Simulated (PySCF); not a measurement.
C₆H₁₄Se, triplet, at the geometry of the source list (a higher spin typed on purpose: for a closed-shell molecule this is an excited state) (in this run its highest filled SCF level lies above zero, so its values depend strongly on the basis, on diffuse functions most of all); REVPBE/STO-3G in PySCF.

PySCF was given this input:
```python
from pyscf import gto, scf, dft

mol = gto.Mole()
mol.atom = '''
    C     1.998900    1.061200    0.241900
    C     1.504400   -0.372900    0.283300
    C     2.612700   -1.362100   -0.038500
    Se    0.012200   -0.665900   -1.026200
    C    -1.539400   -0.005900    0.064500
    C    -1.847400    1.447500   -0.246000
    C    -2.739100   -0.899000   -0.202600
    H     2.408500    1.290200   -0.740600
    H     2.781700    1.205600    0.985400
    H     1.194700    1.761700    0.454200
    H     1.068100   -0.598900    1.261900
    H     2.248800   -2.385300    0.041700
    H     3.444900   -1.229100    0.652600
    H     2.977000   -1.205100   -1.054900
    H    -1.210600   -0.116800    1.103100
    H    -1.000000    2.090400   -0.023200
    H    -2.097100    1.561600   -1.299300
    H    -2.696600    1.780600    0.348200
    H    -2.495600   -1.942000   -0.008800
    H    -3.058300   -0.805600   -1.239300
    H    -3.567800   -0.610100    0.442600
'''
mol.basis = 'sto-3g'
mol.charge = 0
mol.spin = 2
mol.verbose = 4
mol.build()

mf = dft.UKS(mol)
mf.xc = 'revpbe'
mf.kernel()
mf.analyze()
```

What the program printed (banner, timings and long lists left out):

```
PySCF version 2.14.0

[INPUT] verbose = 4
[INPUT] num. atoms = 21
[INPUT] num. electrons = 84
[INPUT] charge = 0
[INPUT] spin (= nelec alpha-beta = 2S) = 2
[INPUT] symmetry False subgroup None
[INPUT] Mole.unit = angstrom
[INPUT] Symbol           X                Y                Z      unit          X                Y                Z       unit  Magmom
[...]
nuclear repulsion = 563.14716632531
number of shells = 40
number of NR pGTOs = 186
number of NR cGTOs = 62
basis = sto-3g
ecp = {}

******** <class 'pyscf.dft.uks.UKS'> ********
method = UKS
initial guess = minao
damping factor = 0
level_shift factor = 0
DIIS = <class 'pyscf.scf.diis.CDIIS'>
diis_start_cycle = 1
diis_space = 8
diis_damp = 0
SCF conv_tol = 1e-09
SCF conv_tol_grad = None
SCF max_cycles = 50
direct_scf = True
direct_scf_tol = 1e-13
number electrons alpha = 43  beta = 41
XC library pyscf.dft.libxc version 7.1.2
    S. Lehtola, C. Steigemann, M. J. T. Oliveira, and M. A. L. Marques,  SoftwareX 7, 1–5 (2018)
XC functionals = revpbe
    Y. Zhang and W. Yang,  Phys. Rev. Lett. 80, 890 (1998)
    J. P. Perdew, K. Burke, and M. Ernzerhof,  Phys. Rev. Lett. 77, 3865 (1996)
    J. P. Perdew, K. Burke, and M. Ernzerhof,  Phys. Rev. Lett. 78, 1396 (1997)
radial grids:
    Treutler-Ahlrichs [JCP 102, 346 (1995); DOI:10.1063/1.469408] (M4) radial grids

becke partition: Becke, JCP 88, 2547 (1988); DOI:10.1063/1.454033
pruning grids: <function nwchem_prune>
grids dens level: 3
symmetrized grids: False
atomic radii adjust function: <function treutler_atomic_radii_adjust>
small_rho_cutoff = 0
Set gradient conv threshold to 3.16228e-05
tot grids = 242448
init E= -2605.96638817891

cycle= 1 E= -2608.41815040928  delta_E= -2.45  |g|= 0.39  |ddm|= 4.05

cycle= 2 E= -2608.44632997134  delta_E= -0.0282  |g|= 0.378  |ddm|= 3.18

cycle= 3 E= -2608.59450632014  delta_E= -0.148  |g|= 0.249  |ddm|= 2.99

cycle= 4 E= -2608.58317257996  delta_E= 0.0113  |g|= 0.27  |ddm|= 2.59

cycle= 5 E= -2608.64431031511  delta_E= -0.0611  |g|= 0.0705  |ddm|= 1.92

cycle= 6 E= -2608.64827046196  delta_E= -0.00396  |g|= 0.024  |ddm|= 0.519

cycle= 7 E= -2608.64876982005  delta_E= -0.000499  |g|= 0.00339  |ddm|= 0.0922

cycle= 8 E= -2608.64877106508  delta_E= -1.25e-06  |g|= 0.00294  |ddm|= 0.00697

cycle= 9 E= -2608.64877695445  delta_E= -5.89e-06  |g|= 0.00127  |ddm|= 0.00854

cycle= 10 E= -2608.64877831012  delta_E= -1.36e-06  |g|= 0.000113  |ddm|= 0.00619

cycle= 11 E= -2608.64877832025  delta_E= -1.01e-08  |g|= 2.37e-05  |ddm|= 0.000332

cycle= 12 E= -2608.64877832074  delta_E= -4.88e-10  |g|= 6.32e-06  |ddm|= 0.000108

Extra cycle  E= -2608.6487783203  delta_E= 4.42e-10  |g|= 2.27e-05  |ddm|= 0.000152
converged SCF energy = -2608.6487783203  <S^2> = 2.0012203  2S+1 = 3.0008134
**** SCF Summaries ****
Total Energy =                       -2608.648778320299698
Nuclear Repulsion Energy =             563.147166325309968
One-electron Energy =                -4760.665594160733235
Two-electron Energy =                 1588.869649515123456
Two-electron Coulomb Energy =         1714.363386586954448
DFT Exchange-Correlation Energy =     -125.493737071831092
**** MO energy ****
                             alpha | beta                alpha | beta
[...]
To work with the spin densities directly, `use mulliken_meta_spin()` only printing them here.

 ** Mulliken spin pop alpha/beta on meta-lowdin orthogonal AOs **
 ** Mulliken Spin Density (per AO)  **
spin_pop of  0 C 1s        0.00000
spin_pop of  0 C 2s        0.00159
spin_pop of  0 C 2px       0.00126
spin_pop of  0 C 2py       0.00582
spin_pop of  0 C 2pz       0.00030
spin_pop of  1 C 1s        0.00001
spin_pop of  1 C 2s        0.05116
spin_pop of  1 C 2px       0.11034
spin_pop of  1 C 2py       0.01232
spin_pop of  1 C 2pz       0.09372
spin_pop of  2 C 1s        0.00000
spin_pop of  2 C 2s        0.00014
spin_pop of  2 C 2px      -0.00165
spin_pop of  2 C 2py      -0.00343
spin_pop of  2 C 2pz      -0.00046
spin_pop of  3 Se 1s        0.00000
spin_pop of  3 Se 2s        0.00000
spin_pop of  3 Se 3s        0.00000
spin_pop of  3 Se 4s        0.00975
spin_pop of  3 Se 2px       0.00000
spin_pop of  3 Se 2py       0.00000
spin_pop of  3 Se 2pz       0.00000
spin_pop of  3 Se 3px       0.00075
spin_pop of  3 Se 3py       0.00068
spin_pop of  3 Se 3pz       0.00009
spin_pop of  3 Se 4px       0.49361
spin_pop of  3 Se 4py       0.78822
spin_pop of  3 Se 4pz       0.11894
spin_pop of  3 Se 3dxy      0.00021
spin_pop of  3 Se 3dyz     -0.00001
spin_pop of  3 Se 3dz^2     0.00002
spin_pop of  3 Se 3dxz      0.00127
spin_pop of  3 Se 3dx2-y2   -0.00003
spin_pop of  4 C 1s        0.00001
spin_pop of  4 C 2s        0.05083
spin_pop of  4 C 2px       0.11907
spin_pop of  4 C 2py       0.02613
spin_pop of  4 C 2pz       0.06874
spin_pop of  5 C 1s        0.00000
spin_pop of  5 C 2s        0.00139
spin_pop of  5 C 2px       0.00057
spin_pop of  5 C 2py       0.00515
spin_pop of  5 C 2pz       0.00050
spin_pop of  6 C 1s        0.00000
spin_pop of  6 C 2s        0.00043
spin_pop of  6 C 2px       0.00021
spin_pop of  6 C 2py      -0.00273
spin_pop of  6 C 2pz      -0.00041
spin_pop of  7 H 1s        0.00242
spin_pop of  8 H 1s        0.01293
spin_pop of  9 H 1s        0.00167
spin_pop of  10 H 1s       -0.00021
spin_pop of  11 H 1s        0.00122
spin_pop of  12 H 1s        0.00298
spin_pop of  13 H 1s        0.00285
spin_pop of  14 H 1s       -0.00239
spin_pop of  15 H 1s        0.00118
spin_pop of  16 H 1s        0.00285
spin_pop of  17 H 1s        0.01174
spin_pop of  18 H 1s        0.00167
spin_pop of  19 H 1s        0.00197
spin_pop of  20 H 1s        0.00459
 ** Mulliken Spin Density (per atom)  **
spin density of  0 C =      0.00897
spin density of  1 C =      0.26755
spin density of  2 C =     -0.00539
spin density of  3 Se =      1.41352
spin density of  4 C =      0.26478
spin density of  5 C =      0.00761
spin density of  6 C =     -0.00250
spin density of  7 H =      0.00242
spin density of  8 H =      0.01293
spin density of  9 H =      0.00167
spin density of  10 H =     -0.00021
spin density of  11 H =      0.00122
spin density of  12 H =      0.00298
spin density of  13 H =      0.00285
spin density of  14 H =     -0.00239
spin density of  15 H =      0.00118
spin density of  16 H =      0.00285
spin density of  17 H =      0.01174
spin density of  18 H =      0.00167
spin density of  19 H =      0.00197
spin density of  20 H =      0.00459
 ** Mulliken pop alpha/beta on meta-lowdin orthogonal AOs **
 ** Mulliken pop       alpha | beta **
In total            43.00000 | 41.00000
 ** Mulliken atomic charges   ( Nelec_alpha | Nelec_beta ) **
charge of  0C =     -0.14635  (     3.07766      3.06869 )
charge of  1C =     -0.12509  (     3.19632      2.92877 )
charge of  2C =     -0.14620  (     3.07040      3.07580 )
charge of  3Se =      0.25876  (    17.57738     16.16386 )
charge of  4C =     -0.12546  (     3.19512      2.93034 )
charge of  5C =     -0.14619  (     3.07690      3.06929 )
charge of  6C =     -0.14607  (     3.07179      3.07429 )
charge of  7H =      0.04328  (     0.47957      0.47715 )
charge of  8H =      0.04434  (     0.48430      0.47136 )
charge of  9H =      0.04208  (     0.47980      0.47813 )
charge of  10H =      0.02688  (     0.48646      0.48666 )
charge of  11H =      0.04221  (     0.47950      0.47828 )
charge of  12H =      0.04470  (     0.47914      0.47616 )
charge of  13H =      0.04411  (     0.47937      0.47652 )
charge of  14H =      0.02564  (     0.48598      0.48838 )
charge of  15H =      0.04226  (     0.47946      0.47828 )
charge of  16H =      0.04375  (     0.47955      0.47670 )
charge of  17H =      0.04508  (     0.48333      0.47159 )
charge of  18H =      0.04171  (     0.47998      0.47831 )
charge of  19H =      0.04519  (     0.47839      0.47642 )
charge of  20H =      0.04537  (     0.47961      0.47502 )
Dipole moment(X, Y, Z, Debye): -0.04473,  0.15810,  0.48610
```
